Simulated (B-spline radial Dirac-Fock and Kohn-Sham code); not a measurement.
# Photoemission from Nb at 3950 eV, detector at θ = 60°, φ = 180°

System: atomic niobium, [Kr] 4d4 5s1. Model: Dirac-Hartree-Slater photoionisation with a Latter tail; cross sections with all multipoles, angular parameters from the dipole term and its interference with E2. Program: a radial atomic solver. Thresholds are tabulated edges, those marked * orbital energies of the model. For linearly polarised light dσ/dΩ = σ/(4π) [1 + β P₂(cos θ) + (δ + γ cos²θ) sin θ cos φ], with θ from the polarisation vector and φ the angle between the beam and the projection of the electron momentum on the plane normal to the polarisation. The dipole factor is 1 + βP₂ and the non-dipole term is the rest of the bracket. Open shells are filled statistically over j.

```tsv
subshell	threshold (eV)	σ (kb)	β	γ	δ	dipole factor	non-dipole term	dσ/dΩ (kb/sr)
2s	2698.0	26.1	2.00	-0.03	0.000	0.750	+0.005	1.57
2p1/2	2465.0	33.6	1.44	0.31	0.033	0.820	-0.095	1.94
2p3/2	2371.0	61.9	1.48	0.35	0.036	0.815	-0.106	3.49
3s	466.6	5.10	2.00	0.00	0.000	0.750	-0.001	0.304
3p1/2	376.1	4.33	1.45	0.64	0.027	0.818	-0.162	0.226
3p3/2	360.6	7.99	1.49	0.67	0.028	0.814	-0.170	0.409
3d3/2	205.0	1.69	0.92	0.97	0.166	0.886	-0.353	0.0718
3d5/2	202.3	2.42	0.89	0.96	0.171	0.889	-0.356	0.103
4s	62.67*	0.858	2.00	0.05	0.000	0.750	-0.010	0.0505
4p1/2	39.81*	0.592	1.45	0.68	0.026	0.819	-0.170	0.0306
4p3/2	37.56*	1.09	1.48	0.71	0.027	0.815	-0.177	0.0551
4d3/2	5.31*	0.0437	0.90	0.97	0.164	0.888	-0.351	0.00187
4d5/2	5.12*	0.0614	0.87	0.95	0.169	0.891	-0.353	0.00263
5s	5.51*	0.0309	2.00	0.06	0.000	0.750	-0.012	0.00182
```

Values without a named source are computed, but for edge energies of neutral atoms, which are taken from tables.
